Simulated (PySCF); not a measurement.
Gas-phase reaction: 2 BBr3 + O3 → 3 Br2 + B2O3

Energies from PySCF, thermal terms from the rigid-rotor harmonic-oscillator model, ideal gas at 1 bar. † marks an energy on the PBE0/def2-TZVP geometry and frequencies; other levels use their own. CCSD(T) freezes the core. All species are closed-shell singlets. Br: all electrons, no relativistic terms. CCSD(T) isn't extrapolated to the basis-set limit. Strong static correlation: O3. Warning, large T1 diagnostic: O3 (CCSD(T)/def2-SVP†).

M06-2X/def2-TZVP† gives ΔH°(298 K) = -549 kJ.

What do PBE/def2-TZVP†, CCSD(T)/def2-SVP†, PBE0/def2-TZVP give?

PBE/def2-TZVP†: -403 kJ; CCSD(T)/def2-SVP†: -446 kJ; PBE0/def2-TZVP: -449 kJ. For scale, ΔH°(298 K) is -549 kJ at this level, -492 kJ at ωB97M-V/def2-TZVP†, and runs from -811 to -365 kJ over the 20 levels computed.
